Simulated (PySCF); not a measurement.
# Structure elucidation problem

The spectra below were simulated for a compound C2H4O2Si.

¹H NMR (400 MHz, computed): δ 12.08 (t, 2H), 4.48 (t, 2H).

¹³C{¹H} NMR (computed): δ 238.3 (2C).

- structure optimised with GFN2-xTB
- NMR shieldings at PBE0/pcSseg-1/GIAO
- program: PySCF
- equivalent nuclei averaged, in vacuum, a single conformation, non-relativistic

Chemical shifts δ = σref − σ; ¹H (σref 31.72), ¹³C (σref 186.93) against TMS, all at this level.

**Question.** What is the structure?

**Answer.** 
The formula gives 2 degrees of unsaturation (no ring in the answer). 1 carbon signal for 2 carbons: some carbons are equivalent by symmetry or fast rotation. Carbon types of the structure: 2 × CH, leaving 2 H on heteroatoms. δC 238.3: carbonyl carbon. δH 12.08: hydrogen on a carbonyl carbon. δH 4.48: hydrogen on a silicon bonded to 2 C.

These data were computed for `O=C[SiH2]C=O`.

The shifts were computed for this structure.

Shifts are as computed. Against solution values, carbons near 30 ppm lie about +3 ppm off and those near 130 ppm about +5 ppm. Of 1211 compounds with measured shifts, 218 miss one by over three times the rms of a fit or turn the order of signals round; such compounds aren't used in these exercises. Multiplicities follow the n + 1 count of equivalent neighbours, as no J values were calculated; m marks all less simple cases, F and P coupling included.
